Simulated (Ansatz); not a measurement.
Reactions of CH5ClGeO, SMILES `[CH3][GeH]([OH])[Cl]`.

Isolated molecules relaxed with PBE0-D4/def2-TZVP in Ansatz; ΔE leaves out vibrations. CBS: MP2 limit from def2 TZ/QZ plus the TZ coupled-cluster correction, frozen cores. This one scheme is used for every species, atoms too. Functionals use def2-TZVPP. B3LYP here is the variant with VWN-RPA as its local correlation; programs differ in this. Open shells (•) are unrestricted, without spin–orbit coupling. For Ge outer-core shells are correlated without core-valence functions, so the limit isn't a true one: a few kJ/mol of doubt a bond, and 10 to 20 or more in all where bonds break to atoms. Scalar relativity is left out up to krypton. One conformer a species, not always the lowest.

```csv
reaction,B3LYP-D4 (kJ/mol),ωB97M-V (kJ/mol)
`[CH3][GeH]([OH])[Cl]` + HCl → `[OH][GeH]([Cl])[Cl]` + CH₄,-89,-85
`[CH3][GeH]([OH])[Cl]` + BH₃ → `[BH2][GeH]([CH3])[OH]` + HCl,105,107
`[CH3][GeH]([OH])[Cl]` + HCl → `[CH3][GeH]([Cl])[Cl]` + H₂O,-42,-42
`[CH3][GeH]([OH])[Cl]` + H₂O → `[OH][GeH]([OH])[Cl]` + CH₄,-54,-51
`[CH3][GeH]([OH])[Cl]` → `[Cl][GeH]` + CH₃OH,223,240
`[CH3][GeH]([OH])[Cl]` → `[CH3][Ge]([OH])[Cl]`• + H•,349,358
`[CH3][GeH]([OH])[Cl]` + `[CH3]`• → `[CH3][Ge]([OH])[Cl]`• + CH₄,-117,-114
`[CH3][GeH]([OH])[Cl]` + H–F → `[CH3][GeH]([OH])[F]` + HCl,4,4
`[CH3][GeH]([OH])[Cl]` + `B[SiH2]COC` → `C[O][Ge]([CH3])([OH])[Cl]` + `B[SiH2]C`,-146,-148
`[CH3][GeH]([OH])[Cl]` + CH₃SH → `C[S][GeH]([CH3])[Cl]` + H₂O,-9,-7
```

Task: Give the CCSD(T)/CBS values in the same order. (An estimate is asked.)

Result: The calculation gave: -80, 100, -42, -46, 251, 372, -100, 9, -152, -13 kJ/mol.

Largest T1 diagnostic: 0.013, for `[CH3][Ge]([OH])[Cl]`•.
